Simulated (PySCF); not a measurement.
Spin states of Ge₂

Unrestricted PBE0; basis Ge def2-TZVPPD; no relativity; PySCF 2.14. Outer shells of the fragments: Ge 3d10 4s2 4p2; Ge 3d10 4s2 4p2.

Followed along the bond (rough minima from three points):

| 2Ms+1 | unpaired | ⟨S²⟩ at the start | R at minimum (Å) | Te (eV) |
| --- | --- | --- | --- | --- |
| 3 | π ↑↑ | 2.00 | 2.38 | 0.00 |
| 1 | π ↑↓ | 1.01 | 2.39 | 0.20 |
| 3 | σ ↑, π ↑ | 2.01 | 2.27 | 0.21 |
| 1 | σ ↓, π ↑ | 1.02 | 2.27 | 0.40 |
| 1 | none | 0.00 | 2.41 | 0.82 |

Solutions found at the starting distance of 2.320 Å, counted from the lowest of them; the search is not exhaustive and high or unbound solutions are not listed, so other states can lie among these:

| 2Ms+1 | unpaired | term | E (eV) | ⟨S²⟩ | ⟨Lz²⟩ |
| --- | --- | --- | --- | --- | --- |
| 3 | π ↑↑ | ³Σ⁻ | 0.00 | 2.00 | 0.00 |
| 3 | σ ↑, π ↑ | ³Π | 0.20 | 2.01 | 1.01 |
| 1 | π ↑↓ | mixed | 0.20 | 1.01 | 2.02 |
| 1 | σ ↓, π ↑ | mixed | 0.39 | 1.02 | 1.00 |
| 1 | none | mixed | 0.84 | 0.00 | 2.00 |
| 5 | σ ↑, π ↑↑↑ | ⁵Π | 1.43 | 6.00 | 1.01 |

A term symbol is given only where ⟨S²⟩ and ⟨Lz²⟩ are close to those of a pure state; real π, δ and φ orbitals otherwise mix terms, and g/u labels are left off.

Spin–orbit coupling is left out.
